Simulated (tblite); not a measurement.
Compound: C5H12P3 (charge +1).
Atom-mapped SMILES: `[CH:1]#[C:2][PH2+:3][P:4]([CH2:5][CH3:6])[CH2:7][PH2:8]` (hydrogens: H9 on C1; H10, H11 on P3; H12, H13 on C5; H14, H15, H16 on C6; H17, H18 on C7; H19, H20 on P8)

Geometry (GFN2-xTB, Å), atoms numbered from 1 in this order:
```
atom  x, y, z in Å
C1     0.985    3.689   -0.746
C2     0.421    2.727   -0.294
P3    -0.406    1.316    0.306
P4    -0.342   -0.299   -1.207
C5    -1.650   -1.392   -0.472
C6    -1.682   -1.469    1.049
C7     1.220   -1.117   -0.616
P8     2.224    0.153    0.312
H9     1.471    4.543   -1.127
H10   -0.224    1.358    1.678
H11   -1.724    1.754    0.213
H12   -1.479   -2.383   -0.904
H13   -2.616   -1.047   -0.851
H14   -2.379   -2.245    1.360
H15   -2.028   -0.527    1.479
H16   -0.708   -1.713    1.472
H17    1.774   -1.498   -1.477
H18    0.999   -1.959    0.046
H19    3.337   -0.642    0.575
H20    2.802    0.763   -0.799
```

Level: GFN2-xTB in tblite, geometry and Hessian alike; calculated harmonic values, unscaled, isolated species. Against measured fundamentals such values can be off by several per cent, at times by over 20. Modes of hydrogen on phosphorus can be 10 to 20 % off. One conformer, not necessarily the lowest.

Harmonic wavenumbers (cm⁻¹): 43.6, 71.9, 87.1, 104.6, 144.0, 169.3, 190.6, 205.2, 247.5, 264.7, 270.4, 295.2, 340.2, 420.6, 492.4, 633.9, 663.8, 674.4, 677.5, 692.0, 718.3, 737.7, 749.3, 783.8, 836.9, 852.1, 869.8, 993.9, 1007.5, 1021.1, 1041.4, 1063.3, 1102.9, 1116.6, 1202.6, 1253.9, 1386.7, 1413.7, 1431.0, 1465.9, 1488.2, 2193.8, 2306.6, 2310.4, 2332.0, 2337.6, 2941.4, 2945.0, 2958.5, 2967.1, 2981.1, 3018.1, 3043.1, 3344.9.

A = 1525, B = 927.5, C = 722.6 MHz; mass 165.015 u (most abundant isotopes); point group C1, symmetry number 1.

**Question.** Zero-point energy?

**Answer.** ½Σν̃ = 32453 cm⁻¹ = 388.22 kJ/mol.

**Question.** Give the ideal-gas entropy at 500 K and 1 bar in the rigid-rotor, harmonic-oscillator model (classical rotation).

**Answer.** Translation 183.28, rotation 132.52, vibration 266.30: S = 582.1 J/(mol K).

**Question.** And Cp and H(500 K) − H(0)?

**Answer.** Cp = 272.02 J/(mol K), of which vibrations give 238.77 (their classical limit is 54 R = 449.0); H(500 K) − H(0) = 83.22 kJ/mol without the zero-point energy, 66.59 from vibrations.

**Question.** Blend soft modes into free rotors: weight 1/[1 + (100 cm⁻¹/ν̃)⁴] for the oscillator and the rest for a rotor with moment μB/(μ + B), μ = h/(8π²ν), B = 10⁻⁴⁴ kg m². What vibrational entropy results?

**Answer.** 247.42 J/(mol K) in place of 266.30, which changes −T·S at 500 K by +9.44 kJ/mol.

**Question.** Which modes carry the vibrational entropy at 500 K?

**Answer.** 43.6 cm⁻¹: 25.58; 71.9 cm⁻¹: 21.43; 87.1 cm⁻¹: 19.84; 104.6 cm⁻¹: 18.33; 144.0 cm⁻¹: 15.70; 169.3 cm⁻¹: 14.38 J/(mol K); the other 48 give 151.05 together.

**Question.** What must be added to the electronic energy to get the Gibbs energy at 500 K and 1 bar?

**Answer.** ZPE + [H(500 K) − H(0)] − T·S = 388.22 + 83.22 − 291.05 = 180.39 kJ/mol.

**Question.** How do the functions run with temperature in this model?

**Answer.** 
```csv
T (K),S (J/(mol K)),Cp (J/(mol K)),H − H(0) (kJ/mol),G − H(0) (kJ/mol),ln q(vib)
100,309.9,96.8,6.23,-24.76,2.23
200,393.3,148.3,18.56,-60.11,5.83
300,462.7,196.5,35.84,-102.98,9.35
800,726.5,341.8,176.20,-405.00,25.03
1000,806.3,372.7,247.81,-558.46,30.41
```

q(vib) and H(0) count from the zero-point level.

Hindered rotation and anharmonicity are outside this model. Other conformers, if any are populated, would add a mixing term that is left out. The structure is chiral; the term R ln 2 for an equal mix with its mirror image is left out.
